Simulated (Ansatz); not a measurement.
Calculated with Ansatz (gas phase, PBE0-D4/def2-TZVP geometries, no zero-point term in ΔE). CCSD(T)/CBS adds triple-zeta CCSD(T) − MP2 to the extrapolated MP2 energy (def2 sets, frozen cores). This one scheme is used for every species. Functionals use def2-TZVPP. HSE06 is defined as in plane-wave codes. Each species was taken in one conformer, which may not be the lowest.

Consider the formal exchange of groups at the Si–N bond: `N#C[SiH2]N[SiH3]` + `C#CC#C` → `C#C[SiH2]C#N` + `C#CN[SiH3]`.

Is it downhill or uphill in electronic energy at CCSD(T)/CBS, and by how much? (An estimate is asked.)

Ansatz gave: Uphill: ΔE = +87.3 kJ/mol.

What do these levels give: LDA (SPW92), PBE-D4, revPBE-D4, r2SCANh-D4, HSE06-D4, BHLYP-D4, PBE0, r2SCANh, BHLYP, SCS-MP2/def2-TZVPP, MP2/CBS(def2), CCSD/CBS(def2)? (Estimate.)

Ansatz gave: LDA (SPW92) 89.0, PBE-D4 88.2, revPBE-D4 87.6, r2SCANh-D4 91.0, HSE06-D4 85.6, BHLYP-D4 86.1, PBE0 83.8, r2SCANh 90.6, BHLYP 84.0, SCS-MP2/def2-TZVPP 88.3, MP2/CBS(def2) 93.6, CCSD/CBS(def2) 84.4 kJ/mol.

What do rigid-rotor, harmonic-oscillator terms from PBE0-D4/def2-TZVP frequencies (298.15 K, 1 bar) make of the CCSD(T)/CBS value? (Best estimate.)

Ansatz gave: ΔZPE = -2.0 kJ/mol, ΔH = +85.7 kJ/mol, ΔS = 25 J/(mol·K), ΔG = +78.4 kJ/mol. Modes under 50 cm⁻¹ make the entropy rough.

Largest T1 diagnostic among the species: 0.014.

From BLYP to BHLYP (50 % exact exchange), in def2-TZVPP and without D4, ΔE moves by −5.2 kJ/mol. In def2-TZVPP, CCSD(T) changes the Hartree–Fock value by +10.5 kJ/mol (the triples alone add +2.9 kJ/mol) and MP2 by +16.8 kJ/mol. Leaving LDA and LC-ωPBE aside and taking each functional with its dispersion term where it has one, the values, not all of them listed here, spread over 18.6 kJ/mol, from ωB97X-V to B97M-V.
